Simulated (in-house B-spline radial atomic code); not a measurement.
**Ionising Pt with different functionals**

Computed with a B-spline radial code for spherical atoms: scalar-relativistic (spin-free X2C) Hamiltonian, Fermi nucleus of rms radius 5.427 fm, spin-polarised at highest spin, spherical fractional occupations for the functionals, the average over the highest-spin determinants for Hartree-Fock. The ionisation energy is the difference of two self-consistent energies, [Xe] 4f14 5d9 6s1 → [Xe] 4f14 5d9, without Breit or QED terms; ε is the level of the shell that loses the electron (its least bound occupied spin orbital). There is no spin-orbit coupling in this Hamiltonian.

Hybrids are left out here: with spherical fractional occupations of an open shell their exact exchange keeps a self-interaction that integer-occupation calculations don't have.

```
           method          rung  ΔSCF (eV)  -ε(6s) (eV)
     Hartree-Fock  Hartree-Fock       7.66         7.96
         LDA VWN5           LDA       9.79         6.30
         LDA PW92           LDA       9.78         6.30
LDA exchange-only           LDA       8.87         5.48
              PBE           GGA       9.50         6.07
           PBEsol           GGA       9.54         6.12
             BLYP           GGA       9.47         5.96
             RPBE           GGA       9.38         5.99
             PW91           GGA       9.58         6.14
             BP86           GGA       9.67         6.23
             AM05           GGA       9.48         6.06
             OLYP           GGA       9.16         5.76
             TPSS      meta-GGA       9.33         6.01
             SCAN      meta-GGA       9.78         6.51
           r2SCAN      meta-GGA       9.50         6.39
          revTPSS      meta-GGA       9.32         6.02
```

Q: How do they compare with the NIST value?

A: NIST lists 8.959 eV (measured, ground level to ground level). Errors run from -1.30 to +0.83 eV; OLYP is closest (+0.20 eV), but part of that can be cancellation, since the calculations leave out spin-orbit coupling, Breit-QED terms, multiplet and fine-structure energies. Hartree-Fock also lacks correlation.
